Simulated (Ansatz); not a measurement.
Gas-phase electronic energies from Ansatz, PBE0-D4/def2-TZVP geometries. CCSD(T)/CBS is the MP2 limit (def2-TZVPP, def2-QZVPP) plus CCSD(T) − MP2 in def2-TZVPP, frozen cores. This one scheme is used for every species. Functionals use def2-TZVPP.

Reaction (ligand exchange at the Si–Cl bond): `C[SiH](F)Cl` + H–F → `C[SiH](F)F` + HCl

```tsv
level	ΔE (kJ/mol)
revPBE	-42.7
HF/def2-TZVPP	-61.2
```

Task: What does CCSD(T)/CBS give? (Best estimate.)

Result: Computed: -46.0 kJ/mol. The listed levels differ from it by 3.3, -15.2 kJ/mol.

Task: What do rigid-rotor, harmonic-oscillator terms from PBE0-D4/def2-TZVP frequencies (298.15 K, 1 bar) make of the CCSD(T)/CBS value? (An estimate is asked.)

Result: Computed: ΔZPE = -3.8 kJ/mol, ΔH = -50.6 kJ/mol, ΔS = 2 J/(mol·K), ΔG = -51.1 kJ/mol.

Largest T1 diagnostic among the species: 0.011.

Leaving LDA and LC-ωPBE aside and taking each functional with its dispersion term where it has one, the values, not all of them listed here, spread over 18.6 kJ/mol, from CAM-B3LYP-D4 to revPBE-D4. In def2-TZVPP, CCSD(T) changes the Hartree–Fock value by +10.8 kJ/mol (the triples alone add +2.5 kJ/mol) and MP2 by +16.3 kJ/mol.
